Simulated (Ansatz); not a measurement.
Stepwise reaction of `[S]=[W]([Cl])([Cl])([Cl])[Cl]` with hydrogen fluoride, as a gas-phase model of exchange steps in deposition or etching. ΔE in kJ/mol; ΔG adds harmonic PBE0-D4 terms to CCSD(T)/CBS, at 1 bar.

Computed with Ansatz on PBE0-D4/def2-TZVP structures; ΔE is electronic, products minus reactants. CBS: MP2 limit from def2 TZ/QZ plus the TZ coupled-cluster correction, frozen cores. This one scheme is used for every species. Functionals use def2-TZVPP. B3LYP here is the variant with VWN-RPA as its local correlation; programs differ in this. Elements past krypton have def2 core potentials. For W outer-core shells are correlated without core-valence functions, which leaves a few kJ/mol of doubt a bond.

```json
{"step": "1", "reaction": "`[S]=[W]([Cl])([Cl])([Cl])[Cl]` + H–F → `[F][W](=[S])([Cl])([Cl])[Cl]` + HCl", "PBE-D4": "-14.4", "B3LYP-D4": "-16.8", "ωB97M-V": "-21.8", "CCSD(T)/CBS": "-4.2", "ΔG(500 K)": "-16.0"}
{"step": "3", "reaction": "`[F][W]([F])(=[S])([Cl])[Cl]` + H–F → `[F][W]([F])([F])(=[S])[Cl]` + HCl", "PBE-D4": "-17.8", "B3LYP-D4": "-21.0", "ωB97M-V": "-25.1", "CCSD(T)/CBS": "-10.2", "ΔG(500 K)": "-16.1"}
{"step": "4", "reaction": "`[F][W]([F])([F])(=[S])[Cl]` + H–F → `[F][W]([F])([F])([F])=[S]` + HCl", "PBE-D4": "-17.5", "B3LYP-D4": "-20.5", "ωB97M-V": "-24.0", "CCSD(T)/CBS": "-10.9", "ΔG(500 K)": "-11.0"}
```

(1) Give the row of step 2, `[F][W](=[S])([Cl])([Cl])[Cl]` + H–F → `[F][W]([F])(=[S])([Cl])[Cl]` + HCl. (An estimate is asked.)

(2) By hand: ΔE of the 4 steps together at CCSD(T)/CBS.

Answers

(1) Ansatz gave: 
```tsv
step	reaction	PBE-D4	B3LYP-D4	ωB97M-V	CCSD(T)/CBS	ΔG(500 K)
2	`[F][W](=[S])([Cl])([Cl])[Cl]` + H–F → `[F][W]([F])(=[S])([Cl])[Cl]` + HCl	-14.4	-16.5	-21.1	-5.3	-11.1
```

(2) (-4.2) + (-5.3) + (-10.2) + (-10.9) = -30.6 kJ/mol, or -7.7 kJ/mol a step.

In ΔE step 4 is the lowest and step 1 the highest. ΔG lies between -16.1 and -11.0 kJ/mol a step. PBE-D4 differs from CCSD(T)/CBS by -10.2 to -6.6 kJ/mol a step. Only this route is followed, and other bonds may react first. Isolated molecules leave out the surface, adducts and barriers. Largest T1 diagnostic: 0.021.
